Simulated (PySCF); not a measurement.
**From computed data to an observable: entropy of an ideal gas**

CCl₂F, SMILES F[C](Cl)Cl (connectivity only; charge and spin as stated), charge +1, multiplicity 1.

The structure is a stationary point at B3LYP-D3(BJ)/def2-SVP. The spin state was assumed, not searched. The isomer is the one that the SMILES or the coordinates give; other isomers of the formula were not compared.

B3LYP-D3(BJ)/def2-SVP run with PySCF gives the harmonic wavenumbers 331, 449, 594, 650, 1142, 1412 cm⁻¹ and the rotational temperatures 0.3826, 0.1623, 0.1140 K. The molar mass is 101.91 g/mol, the symmetry number 2, the spin multiplicity 1.

Work out the entropy at 298.15 K and 1 atm in the rigid-rotor, harmonic-oscillator model.


Translation (Sackur–Tetrode at 1 atm): S = R[1.5 ln M + 2.5 ln T − 1.16487] = 166.4 J/(mol K).
Rotation: q = (√π/σ) T^1.5/√(θA θB θC) = 54200, S = R[ln q + 3/2] = 103.1 J/(mol K).
Vibration: with u = 1.4388 ν/T, each mode gives R[u/(e^u − 1) − ln(1 − e^−u)]:
```csv
ν (cm⁻¹),modes,u,S (J/(mol K))
331,1,1.60,5.25
449,1,2.17,3.34
594,1,2.87,1.93
650,1,3.14,1.55
1142,1,5.51,0.22
1412,1,6.81,0.07
```
These are all the modes. Sum 12.4 J/(mol K).
Spin: R ln 1 = 0.0 J/(mol K).
Total 281.9 J/(mol K); the program's own thermochemistry gives 281.9. Translation makes up 59 % and vibration 4 %. Anharmonicity, hindered rotation and orbital degeneracy are left out.
